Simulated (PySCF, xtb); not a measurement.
C5H9O, SMILES CC(C)C[C]=O, multiplicity 2. The values are those of a single conformer.

Harmonic wavenumbers (cm⁻¹) from GFN2-xTB in xtb at its own minimum, in rising order: 55, 153, 161, 210, 239, 322, 358, 431, 618, 801, 865, 950, 951, 972, 987, 1072, 1143, 1170, 1206, 1258, 1311, 1324, 1408, 1411, 1424, 1493, 1498, 1503, 1508, 1899, 2943, 2953, 2969, 3023, 3030, 3030, 3036, 3040, 3049.

### Question
What does PBE0-D3(BJ)/def2-SVP run with PySCF give at its own minimum? (An estimate is asked for; the answer gives what the named calculation found.)

### Answer
72, 172, 182, 239, 265, 329, 366, 420, 664, 796, 841, 913, 927, 972, 979, 1088, 1156, 1193, 1229, 1278, 1345, 1361, 1390, 1398, 1406, 1458, 1464, 1476, 1484, 1989, 3045, 3050, 3056, 3063, 3105, 3136, 3141, 3147, 3167. Paired by order, the mean absolute difference is 40 cm⁻¹ and the zero-point energies are 79.7 and 81.1 kcal/mol.
